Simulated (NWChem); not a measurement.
System: CH$_{3}$F$_{2}$NbS; SMILES [CH3][Nb]([F])([F])=[S]

Excerpt of the output:

```
             Northwest Computational Chemistry Package (NWChem) 7.3.0
             --------------------------------------------------------

 CS  symmetry detected

                             Geometry "geometry" -> ""
                             -------------------------

 Output coordinates in angstroms (scale by  1.889725989 to convert to a.u.)

  No.       Tag          Charge          X              Y              Z
 ---- ---------------- ---------- -------------- -------------- --------------
    1 Nb                  41.0000     0.07998749     0.21098708     0.00000000
    2 S                   16.0000     0.09489372    -1.92151346     0.00000000
    3 F                    9.0000     0.78730600     0.86704784     1.58589600
    4 F                    9.0000     0.78730600     0.86704784    -1.58589600
    5 C                    6.0000    -1.98596739     0.68905755     0.00000000
    6 H                    1.0000    -2.48678437     0.28078822    -0.89327900
    7 H                    1.0000    -2.07992152     1.79096217     0.00000000
    8 H                    1.0000    -2.48678437     0.28078822     0.89327900

 Effective nuclear repulsion energy (a.u.)     575.8597535767

      Symmetry information
      --------------------

 Group name             Cs
 Group number              2
 Group order               2
 No. of unique centers     6

                                 NWChem DFT Module
                                 -----------------

 Summary of "ao basis" -> "ao basis" (spherical)
 ------------------------------------------------------------------------------
       Tag                 Description            Shells   Functions and Types
 ---------------- ------------------------------  ------  ---------------------
 Nb                         def2-svp                11       31   5s3p2d1f
 S                          def2-svp                 8       18   4s3p1d
 F                          def2-svp                 6       14   3s2p1d
 C                          def2-svp                 6       14   3s2p1d
 H                          def2-svp                 3        5   2s1p

      Symmetry analysis of basis
      --------------------------

        a'         67
        a"         39

            General Information
            -------------------
          SCF calculation type: DFT
          Wavefunction type:  closed shell.
          No. of atoms     :     8
          No. of electrons :    56
           Alpha electrons :    28
            Beta electrons :    28
          Charge           :     0
          Spin multiplicity:     1
          Use of symmetry is: on ; symmetry adaption is: on
          Maximum number of iterations: 150
          AO basis - number of functions:   106
                     number of shells:    46
          Convergence on energy requested:  1.00D-06
          Convergence on density requested:  1.00D-05
          Convergence on gradient requested:  5.00D-04

              XC Information
              --------------
                     r^2SCAN0 Method XC Functional
                     Hartree-Fock (Exact) Exchange  0.250
               r^2SCAN metaGGA Exchange Functional  0.750
                     r^2SCAN Correlation Potential  1.000

             Grid Information
             ----------------
          Grid used for XC integration:  medium
          Radial quadrature: Mura-Knowles
          Angular quadrature: Lebedev.
          Tag              B.-S. Rad. Rad. Pts. Rad. Cut. Ang. Pts.
          ---              ---------- --------- --------- ---------
          Nb                  1.45      123           9.0       590
          S                   1.00       88          11.0       590
          F                   0.50       49          11.0       434
          C                   0.70       49          10.0       434
          H                   0.35       45          11.0       434
          Grid pruning is: on
          Number of quadrature shells:   399
          Spatial weights used:  Erf1

      Superposition of Atomic Density Guess
      -------------------------------------

 Sum of atomic energies:        -699.80672571

      Non-variational initial energy
      ------------------------------

 Total energy =    -691.963686
 1-e energy   =   -1496.568090
 2-e energy   =     541.950674
 HOMO         =      -0.345752
 LUMO         =      -0.014110

      Symmetry analysis of molecular orbitals - initial
      -------------------------------------------------

  Numbering of irreducible representations:

     1 a'          2 a"

  Orbital symmetries:

     1 a'          2 a'          3 a"          4 a'          5 a'
     6 a'          7 a'          8 a"          9 a'         10 a"
    11 a'         12 a'         13 a'         14 a"         15 a'
    16 a'         17 a'         18 a"         19 a"         20 a'
    21 a'         22 a"         23 a'         24 a"         25 a'
    26 a'         27 a"         28 a'         29 a'         30 a"
    31 a'         32 a'         33 a'         34 a"         35 a'
    36 a"         37 a'         38 a"

     ---------------------------------------------
      Total Density - Mulliken Population Analysis
     ---------------------------------------------

    Atom       Charge   Shell Charges
 -----------   ------   -------------------------------------------------------
    1 Nb  13    10.40  -0.33  1.62  0.74  0.32  0.06  5.92  0.29  0.11  1.29  0.32  0.07
    2 S   16    16.94   2.00  1.99  1.25  0.65  5.94  2.00  3.08  0.02
    3 F    9     9.66   1.99  1.16  0.80  3.56  2.15  0.00
    4 F    9     9.66   1.99  1.16  0.80  3.56  2.15  0.00
    5 C    6     6.81   1.99  0.98  0.30  2.19  1.34  0.01
    6 H    1     0.84   0.64  0.17  0.03
    7 H    1     0.84   0.64  0.17  0.03
    8 H    1     0.84   0.64  0.17  0.03

   convergence    iter        energy       DeltaE   RMS-Dens  Diis-err
 ---------------- ----- ----------------- --------- --------- ---------
 d= 0,ls=0.0,diis     1   -694.0966990524 -9.57D+02  4.27D-02  2.39D+00
 d= 0,ls=0.0,diis     2   -689.5816866013  4.52D+00  3.49D-02  3.52D+01
 d= 0,ls=0.0,diis     3   -694.4040741216 -4.82D+00  6.78D-03  5.01D-01
 d= 0,ls=0.0,diis     4   -694.4097833782 -5.71D-03  3.44D-03  3.22D-01
 d= 0,ls=0.0,diis     5   -694.4555674825 -4.58D-02  4.43D-04  5.39D-03
  Resetting Diis
 d= 0,ls=0.0,diis     6   -694.4560476504 -4.80D-04  2.69D-04  1.78D-03
 d= 0,ls=0.0,diis     7   -694.4562871204 -2.39D-04  2.17D-04  6.93D-05
 d= 0,ls=0.0,diis     8   -694.4562284461  5.87D-05  1.61D-04  4.51D-04
 d= 0,ls=0.0,diis     9   -694.4562979711 -6.95D-05  2.63D-05  1.14D-05
 d= 0,ls=0.0,diis    10   -694.4562995089 -1.54D-06  4.64D-06  4.01D-07
 d= 0,ls=0.0,diis    11   -694.4562995638 -5.49D-08  1.79D-06  1.65D-08

         Total DFT energy =     -694.456299563769
      One electron energy =    -1500.820958255186
           Coulomb energy =      603.493945840262
    Exchange-Corr. energy =      -59.783017487111
 Nuclear repulsion energy =      262.653730338266

 Numeric. integr. density =       55.999995332378

                  Occupations of the irreducible representations
                  ----------------------------------------------

                     irrep           alpha         beta
                     --------     --------     --------
                     a'               19.0         19.0
                     a"                9.0          9.0

                       DFT Final Molecular Orbital Analysis
                       ------------------------------------

 Vector   26  Occ=2.000000D+00  E=-3.423401D-01  Symmetry=a'
              MO Center= -6.9D-02, -1.3D+00,  2.6D-15, r^2= 2.9D+00
   Bfn.  Coefficient  Atom+Function         Bfn.  Coefficient  Atom+Function
  ----- ------------  ---------------      ----- ------------  ---------------
    43      0.442165  2 S  py                40      0.383676  2 S  py
     2     -0.286365  1 Nb s                  4      0.261691  1 Nb s
    17     -0.245798  1 Nb d  0              19     -0.233209  1 Nb d  2
    37      0.219379  2 S  py                35     -0.179878  2 S  s
     7      0.155056  1 Nb py                34     -0.138226  2 S  s

 Vector   27  Occ=2.000000D+00  E=-3.108745D-01  Symmetry=a'
              MO Center= -7.1D-02, -1.3D+00,  1.8D-14, r^2= 2.6D+00
   Bfn.  Coefficient  Atom+Function         Bfn.  Coefficient  Atom+Function
  ----- ------------  ---------------      ----- ------------  ---------------
    42      0.499811  2 S  px                39      0.376565  2 S  px
    15     -0.302819  1 Nb d -2              36      0.215405  2 S  px
     6     -0.156857  1 Nb px                81     -0.125745  5 C  px
     9      0.096738  1 Nb px                84     -0.090561  5 C  px
    20     -0.081990  1 Nb d -2              17      0.080361  1 Nb d  0

 Vector   28  Occ=2.000000D+00  E=-3.057515D-01  Symmetry=a"
              MO Center=  1.3D-01, -1.4D+00, -9.7D-15, r^2= 2.2D+00
   Bfn.  Coefficient  Atom+Function         Bfn.  Coefficient  Atom+Function
  ----- ------------  ---------------      ----- ------------  ---------------
    44      0.541658  2 S  pz                41      0.397004  2 S  pz
    16     -0.280612  1 Nb d -1              38      0.227370  2 S  pz
     8     -0.140821  1 Nb pz                11      0.096847  1 Nb pz
    55      0.082554  3 F  pz                69      0.082554  4 F  pz
    54     -0.077933  3 F  py                68      0.077933  4 F  py

 Vector   29  Occ=0.000000D+00  E=-9.140468D-02  Symmetry=a"
              MO Center= -5.4D-02,  1.1D-01,  2.1D-11, r^2= 2.2D+00
   Bfn.  Coefficient  Atom+Function         Bfn.  Coefficient  Atom+Function
  ----- ------------  ---------------      ----- ------------  ---------------
    18      0.699994  1 Nb d  1              16      0.513978  1 Nb d -1
    44      0.230603  2 S  pz                93      0.162170  6 H  s
   103     -0.162170  8 H  s                 23      0.152705  1 Nb d  1
    41      0.128263  2 S  pz                53     -0.116281  3 F  px
    54      0.116763  3 F  py                67      0.116281  4 F  px

 Vector   30  Occ=0.000000D+00  E=-9.110364D-02  Symmetry=a'
              MO Center=  4.0D-02, -1.6D-01, -2.1D-11, r^2= 2.7D+00
   Bfn.  Coefficient  Atom+Function         Bfn.  Coefficient  Atom+Function
  ----- ------------  ---------------      ----- ------------  ---------------
    15      0.740370  1 Nb d -2              42      0.398227  2 S  px
    17     -0.268955  1 Nb d  0              19      0.258099  1 Nb d  2
    39      0.202263  2 S  px                98      0.193494  7 H  s
    20      0.170562  1 Nb d -2              36      0.117254  2 S  px
    53      0.103501  3 F  px                67      0.103501  4 F  px

 Vector   31  Occ=0.000000D+00  E=-3.406259D-02  Symmetry=a'
              MO Center=  8.6D-02,  3.6D-02, -5.6D-13, r^2= 3.2D+00
   Bfn.  Coefficient  Atom+Function         Bfn.  Coefficient  Atom+Function
  ----- ------------  ---------------      ----- ------------  ---------------
    19      0.529777  1 Nb d  2              43      0.530173  2 S  py
    17      0.506581  1 Nb d  0              35      0.366730  2 S  s
    24      0.297957  1 Nb d  2               7      0.261611  1 Nb py
    80     -0.188381  5 C  s                  4     -0.172455  1 Nb s
    54     -0.168388  3 F  py                68     -0.168388  4 F  py

     ---------------------------------------------
      Total Density - Mulliken Population Analysis
     ---------------------------------------------

    Atom       Charge   Shell Charges
 -----------   ------   -------------------------------------------------------
    1 Nb  13    11.97  -0.34  1.69  0.70  0.31 -0.02  5.98  0.39  0.13  2.55  0.49  0.10
    2 S   16    16.20   2.00  1.99  1.24  0.66  5.93  1.77  2.57  0.04
    3 F    9     9.37   1.99  1.13  0.83  3.32  2.10  0.00
    4 F    9     9.37   1.99  1.13  0.83  3.32  2.10  0.00
    5 C    6     6.45   1.99  0.89  0.32  2.08  1.16  0.02
    6 H    1     0.87   0.71  0.13  0.03
    7 H    1     0.89   0.72  0.15  0.03
    8 H    1     0.87   0.71  0.13  0.03

     -------------------------------------------
      Total Density - Lowdin Population Analysis
     -------------------------------------------

    Atom       Charge   Shell Charges
 -----------   ------   -------------------------------------------------------
    1 Nb  13    12.92   0.01  1.04  0.88  0.33  0.12  5.55  0.91  0.34  2.36  1.22  0.17
    2 S   16    15.78   2.00  1.96  0.96  0.66  5.81  1.88  2.46  0.04
    3 F    9     9.16   1.98  1.03  0.76  3.21  2.18  0.01
    4 F    9     9.16   1.98  1.03  0.76  3.21  2.18  0.01
    5 C    6     6.21   1.97  0.59  0.33  1.88  1.40  0.04
    6 H    1     0.92   0.60  0.24  0.07
    7 H    1     0.93   0.61  0.25  0.07
    8 H    1     0.92   0.60  0.24  0.07

     Multipole analysis of the density
     ---------------------------------

     L   x y z        total         alpha         beta         nuclear
     -   - - -        -----         -----         ----         -------
     0   0 0 0      0.000000    -28.000000    -28.000000     56.000000

     1   1 0 0     -0.640435      1.795945      1.795945     -4.232324
     1   0 1 0      0.701190      5.932504      5.932504    -11.163817
     1   0 0 1      0.000000      0.000000      0.000000      0.000000

     2   2 0 0    -37.409198   -111.093799   -111.093799    184.778401
     2   1 1 0     -0.978001      6.194104      6.194104    -13.366210
     2   1 0 1      0.000000      0.000000      0.000000      0.000000
     2   0 2 0    -40.761176   -162.151935   -162.151935    283.542694
     2   0 1 1     -0.000000     -0.000000     -0.000000      0.000000
     2   0 0 2    -42.319378   -104.842376   -104.842376    167.365374
```

Level: r2SCAN0/def2-SVP with def2 effective core potentials on Nb. Coordinates come from a PBE0/def2-SVP optimisation. No frequency run checked for a minimum. def2 effective core potentials on Nb; no spin-orbit coupling.

Question: Which NWChem input produces such a log?

Answer: One answer among several that fit: the input that was run:
```
start job
memory heap 200 mb stack 900 mb global 1100 mb
geometry units angstroms noautoz
  Nb     0.008928    -0.154296     0.000000
  S     -0.102204     1.975359     0.000000
  F      0.753778    -0.767414     1.585896
  F      0.753778    -0.767414    -1.585896
  C     -2.025167    -0.753611     0.000000
  H     -2.549234    -0.375649    -0.893279
  H     -2.053844    -1.859142     0.000000
  H     -2.549234    -0.375649     0.893279
end
basis spherical
  Nb library def2-svp
  S library def2-svp
  F library def2-svp
  C library def2-svp
  H library def2-svp
end
ecp
  Nb library def2-ecp
end
dft
  xc r2scan0
  iterations 150
  mulliken
end
task dft energy
```
